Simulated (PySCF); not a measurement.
Start geometry of [IrF6]3- (`[F][Ir-3]([F])([F])([F])([F])[F]`) from GFN2-xTB (Å):
```
atom  x, y, z in Å
Ir1    0.0005    0.0000   -0.0004
F2    -0.0195   -0.0101    2.0244
F3     0.0196    0.0105   -2.0248
F4     2.0246    0.0054    0.0196
F5    -2.0237   -0.0063   -0.0191
F6    -0.0066    2.0255    0.0104
F7     0.0052   -2.0250   -0.0101
```

Question: What comes out of this run: PBE0-D3(BJ)/def2-SVP geometry optimisation, gas phase, def2 core potentials past Kr in PySCF?

Answer: 
```
atom  x, y, z in Å
Ir1    0.0000    0.0000    0.0000
F2    -0.0270   -0.0144    2.0569
F3     0.0271    0.0145   -2.0570
F4     2.0570    0.0082    0.0271
F5    -2.0569   -0.0084   -0.0271
F6    -0.0082    2.0571    0.0142
F7     0.0080   -2.0570   -0.0142
```

The energy falls by 1.3 kcal/mol over 4 energy and gradient evaluations, the largest force component goes from 0.0116 to 7.2e-05 Eh/bohr, and the atoms move by 0.030 Å rms after alignment. Among the bonds, Ir1–F2, Ir1–F3, Ir1–F4, Ir1–F5, Ir1–F6 and Ir1–F7 change most and about equally (+0.032 to +0.033 Å). Bonds longer at the end by more than 0.005 Å: 6 of 6; shorter: 0. The orientation of the end geometry is arbitrary; only internal coordinates are fixed.

The run used 116 basis functions and 26 SCF cycles in all.

Whether it is a minimum is left open (no frequencies). Whether so highly charged an anion holds all its electrons in the gas phase wasn't checked; a finite basis holds them in any case. No counter-ion or solvent screens the charge of this multiply charged ion. The geometry's basis has no diffuse functions, a weakness for an anion.
